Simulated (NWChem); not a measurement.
System: CH5BClN; SMILES CNBCl

NWChem input:

```
start job
memory heap 200 mb stack 900 mb global 1100 mb
geometry units angstroms noautosym nocenter noautoz
  B      0.555819    -0.121229     0.000000
  Cl    -0.072105    -1.788785     0.000000
  H      1.754815     0.062882     0.000000
  N     -0.337503     0.951315     0.000000
  C      0.006388     2.360678     0.000000
  H     -1.342064     0.751471     0.000000
  H     -0.389396     2.883901     0.897559
  H     -0.389396     2.883901    -0.897559
  H      1.107265     2.470453     0.000000
end
basis spherical
  * library cc-pvtz
end
dft
  xc pbe0
  iterations 150
  semidirect filesize 400000000
end
property
  efieldgrad
end
task dft property
```

Geometry: optimised at PBE-D3(BJ)/def2-SVP.

Vzz is the largest principal value of the second derivative of the potential at the nucleus (NWChem prints the opposite sign); η is the asymmetry. Non-relativistic.

Atoms are numbered as in the input.

**Question.** Give the results of this calculation. (PBE0/cc-pVTZ.) Quantities: Vzz B1 (a.u.); η B1; Vzz Cl2 (a.u.); η Cl2; Vzz N4 (a.u.); η N4.

**Answer.** The vzz B1 (a.u.) is 0.308, the η B1 is 0.78 and the vzz Cl2 (a.u.) is 2.004. The η Cl2 is 0.36. The vzz N4 (a.u.) is -0.626 and the η N4 comes out as 0.74.
